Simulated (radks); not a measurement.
Results of a calculation; reference values are marked as such.
Species: W XLV. Configuration: [Ar] 3d10 4s2. Code: a radial shooting solver on a logarithmic mesh with Libxc functionals. Model: scalar-relativistic Kohn-Sham, exchange-only LDA, spin-polarised, spherical densities, point nucleus. Some entries of the table are withheld. Estimate them.

| orbital | occ. | eigenvalue (hartree) | <r^2> (bohr^2) | r(max) (bohr) |
|---|---|---|---|---|
| 1s | 2 | -2632.150 | 0.0004633 | (1) |
| 2s | 2 | -519.4000 | 0.007099 | 0.06565 |
| 2p | 6 | -464.4851 | 0.005865 | 0.05382 |
| 3s | 2 | -176.4832 | 0.04461 | 0.1837 |
| 3p | 6 | -160.1439 | 0.04485 | (2) |
| 3d | 10 | -142.0089 | (3) | 0.1468 |
| 4s | 2 | -85.84530 | 0.1731 | 0.3884 |

Answer. 
(1) 1s r(max) (bohr): 0.01146
(2) 3p r(max) (bohr): 0.1813
(3) 3d <r^2> (bohr^2): 0.03656
